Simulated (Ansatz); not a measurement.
Series Sivinyl3X: gap (eV) at several levels, gas phase, relaxed structures; Ansatz. A dash marks a value that wasn't run or was left out as unsound. The structures are stationary points that may keep the symmetry of their start.

| species | state | geometry | PBE-D4/def2-SVP | PBE-D4/def2-TZVP | r2SCAN-D4/def2-TZVP | B97M-V/def2-TZVP | PBE0-D4/def2-SVP | PBE0-D4/def2-TZVP |
| --- | --- | --- | --- | --- | --- | --- | --- | --- |
| Si(vinyl)3Br (C6H9BrSi) | singlet | r2SCAN-D4/def2-SVP | 4.95 | 4.85 | 5.24 | 5.27 | 7.05 | 6.91 |
| Si(vinyl)3(NMe2) (C8H15NSi) | singlet | PBE-D4/def2-SVP | 3.13 | 3.10 | 3.50 | 3.68 | 5.40 | 5.34 |
| Si(vinyl)3(NEt2) (C10H19NSi) | singlet | r2SCAN-D4/def2-SVP | 3.17 | 3.13 | 3.54 | – | 5.46 | 5.38 |

Problem. Estimate the rows for Si(vinyl)3(NiPr2) (C12H23NSi) (singlet, r2SCAN-D4/def2-SVP geometry).

Solution. 
| species | state | geometry | PBE-D4/def2-SVP | PBE-D4/def2-TZVP | r2SCAN-D4/def2-TZVP | B97M-V/def2-TZVP | PBE0-D4/def2-SVP | PBE0-D4/def2-TZVP |
| --- | --- | --- | --- | --- | --- | --- | --- | --- |
| Si(vinyl)3(NiPr2) (C12H23NSi) | singlet | r2SCAN-D4/def2-SVP | 3.37 | 3.29 | 3.72 | 3.91 | 5.69 | 5.57 |

Over the 3 species that have every level, the mean is 3.82 at PBE-D4/def2-SVP, 3.75 at PBE-D4/def2-TZVP, 4.15 at r2SCAN-D4/def2-TZVP, 4.29 at B97M-V/def2-TZVP, 6.05 at PBE0-D4/def2-SVP, 5.94 at PBE0-D4/def2-TZVP. Orbital gaps grow with the share of exact exchange and aren't one observable across functionals.
